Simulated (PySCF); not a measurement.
# Arsenic: a sound run and one with changed settings

Sound run: As⁺ [Ar] 3d10 4s2 4p2, As²⁺ [Ar] 3d10 4s2 4p1. Calculation: PySCF 2.14, in cc-pVDZ-PP with ECP10MDF (4s3p2d, 23 functions); a scalar-relativistic core potential. The sound run starts from symmetry-adapted Hartree-Fock orbitals and uses a fine grid where one is needed.

Changed run: radial step 0.5 in ln r (0.13 in the sound run). This setting is unsound on purpose.

| species | method | sound run (hartree) | changed run (hartree) | converged |
| --- | --- | --- | --- | --- |
| As⁺ | UHF | -330.85076 | -330.85076 | yes |
| As⁺ | LDA | -331.52177 | -331.57671 | yes |
| As⁺ | MN15 | -332.44492 | -332.28257 | yes |
| As²⁺ | UHF | -330.19018 | -330.19018 | yes |
| As²⁺ | LDA | -330.83906 | -330.89496 | yes |
| As²⁺ | MN15 | -331.77115 | -331.61611 | yes |

Ionisation energy of As⁺:

```csv
method,sound run (eV),changed run (eV)
UHF,17.975,17.975
LDA,18.578,18.551
MN15,18.334,18.135
```

A coarse radial grid mis-integrates the density and the exchange-correlation energy, with errors of either sign; Hartree-Fock needs no grid.

For comparison, NIST gives 18.589 eV between the lowest levels.
